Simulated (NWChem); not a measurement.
Species: SrO; SMILES [O]=[Sr]

```xyz
2

Sr     0.0000     0.0000    -0.3037
O      0.0000     0.0000     1.6086
```
Atoms are numbered in this order, from 1.

Program: NWChem. The geometry was optimised at PBE0-D3(BJ)/def2-TZVP. def2 effective core potentials on Sr; no spin-orbit coupling. Ions are spin-unrestricted doublets at the neutral geometry; other ion states weren't tried.

For level PBE0/def2-TZVP:

```
Item                                   Result
-------------------------------------  ------
vertical ionisation energy, ΔSCF (eV)    6.76
−ε(HOMO) (eV)                            4.56
```

Q: What are these values for level PBE0/def2-SVPD?

A: 
| Item | Result |
|---|---|
| vertical ionisation energy, ΔSCF (eV) | 6.92 |
| −ε(HOMO) (eV) | 4.69 |
